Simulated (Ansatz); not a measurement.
A nudged elastic band was laid between two geometries of AlB2FH3NS (9 atoms, charge 0, multiplicity 1).

Method: Ansatz 0.2.0, RKS PBE0-D4/def2-SVP.

| Quantity | Value |
| --- | --- |
| movable images | 5 |
| climbing image | yes |
| spring | 5.0 eV/Å² |
| optimiser | quadratic models (default) |
| start path | IDPP |
| force threshold | 0.03 eV/Å |
| iteration limit | 60 |
| end points | relaxed |

First end point:

```xyz
9
Properties=species:S:1:pos:R:3
N -0.179 -1.821 0.972
B 0.552 -0.651 1.158
F 1.380 -0.573 2.210
Al 0.339 0.969 -0.223
B -0.043 2.335 -1.656
S -1.048 0.896 -2.010
H -0.106 -2.613 1.604
H -0.822 -1.952 0.203
H 0.015 3.364 -2.276
```

Last end point:

```xyz
9
Properties=species:S:1:pos:R:3
N -0.182 -1.819 0.975
B 0.552 -0.651 1.158
F 1.383 -0.576 2.208
Al 0.341 0.969 -0.223
B -0.041 2.334 -1.657
S -1.042 0.892 -2.014
H -0.827 -1.948 0.206
H -0.111 -2.611 1.606
H 0.015 3.364 -2.276
```

(1) What changes between the two ends?

(2) What energy profile does the band end with?

(3) What is the geometry of the highest image?

(4) What are the harmonic wavenumbers there?

The band took 25 iterations and of the order of 15 core-minutes.

## Answers

(1) No bond is made or broken. The dihedral H8–N1–B2–Al4 goes from 0 to 180°. The two ends are copies of one structure, up to a mirror image or an exchange of like atoms.

(2) The forces met the threshold. The highest image is number 3 of 0 to 6, 94.9 kJ/mol above the ends, which have the same energy within 2 meV. A vibrational analysis at the climbing image gives one clearly imaginary mode, 530i cm⁻¹: a first-order saddle point.

```
image  path coordinate (Å)  energy (kJ/mol)  dihedral H8–N1–B2–Al4 (°)
    0                 0.00              0.0                          0
    1                 1.01              1.5                          6
    2                 2.02             28.6                         37
    3                 3.04             94.9                         60
    4                 4.29             16.6                        148
    5                 5.53              1.9                       -179
    6                 6.78              0.0                        180
```

(3) 
```xyz
9
Properties=species:S:1:pos:R:3
N 0.129 -2.103 0.874
B 0.940 -0.915 0.702
F 2.234 -0.991 0.990
Al 0.183 0.964 -0.007
B -0.756 2.510 -0.917
S -0.404 1.296 -2.171
H -0.632 -1.980 1.540
H -0.303 -2.404 0.000
H -1.301 3.576 -1.026
```

(4) 530i, 42, 59, 77, 238, 284, 397, 424, 538, 601, 663, 666, 820, 850, 878, 1103, 1328, 1546, 2681, 3551, 3626 cm⁻¹.

The run took 8.4 min on 2 threads of Intel(R) Xeon(R) Platinum 8375C CPU @ 2.90GHz (Ice Lake) (shared host), peak memory 0.27 GiB.
